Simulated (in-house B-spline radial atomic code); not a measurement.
Results of a calculation; reference values are marked as such.
**C6 from the polarisability at imaginary frequency: Cd III (Cd2+)**

RPBE linear response of the closed shell [Kr] 4d10, from an all-electron radial atomic-structure program (B-spline basis); scalar-relativistic (spin-free one-electron X2C), finite nucleus, no spin-orbit coupling; shells from n = 2 respond.

The dispersion coefficient of two like species is C6 = (3/π) ∫ α(iu)² du from 0 to ∞.

```json
{"u (hartree)": "0", "α(iu) (bohr³)": "5.65"}
{"u (hartree)": "0.156", "α(iu) (bohr³)": "5.489"}
{"u (hartree)": "0.364", "α(iu) (bohr³)": "4.93"}
{"u (hartree)": "0.624", "α(iu) (bohr³)": "4.124"}
{"u (hartree)": "1.04", "α(iu) (bohr³)": "3.089"}
{"u (hartree)": "1.56", "α(iu) (bohr³)": "2.225"}
{"u (hartree)": "2.34", "α(iu) (bohr³)": "1.452"}
{"u (hartree)": "3.64", "α(iu) (bohr³)": "0.8161"}
{"u (hartree)": "5.2", "α(iu) (bohr³)": "0.4798"}
{"u (hartree)": "7.79", "α(iu) (bohr³)": "0.2527"}
{"u (hartree)": "13", "α(iu) (bohr³)": "0.1108"}
{"u (hartree)": "26", "α(iu) (bohr³)": "0.03663"}
```

Problem. Fit one oscillator, α(iu) = α(0)/(1 + u²/ω²), through u = 2.34 and estimate C6.

Solution. From α(0)/α(iu) − 1 = 5.65/1.452 − 1 = 2.8912, ω = u/√2.8912 = 1.3762 hartree (37.4 eV). London's formula gives C6 = (3/4) α(0)² ω = 0.75 × 5.65² × 1.3762 = 32.95 hartree·bohr⁶, and the oscillator holds f = α(0) ω² = 10.70 electrons, of a sum of oscillator strengths of 44.5.

Problem. How does that compare with the full integral?

Solution. The program's quadrature over all excitations gives C6 = 28.85, so the single oscillator is off by +14.2 %. At the last point the fit gives α = 0.0158 against 0.0366: higher excitations, and deeper shells where there are any, keep the true curve higher at large u.
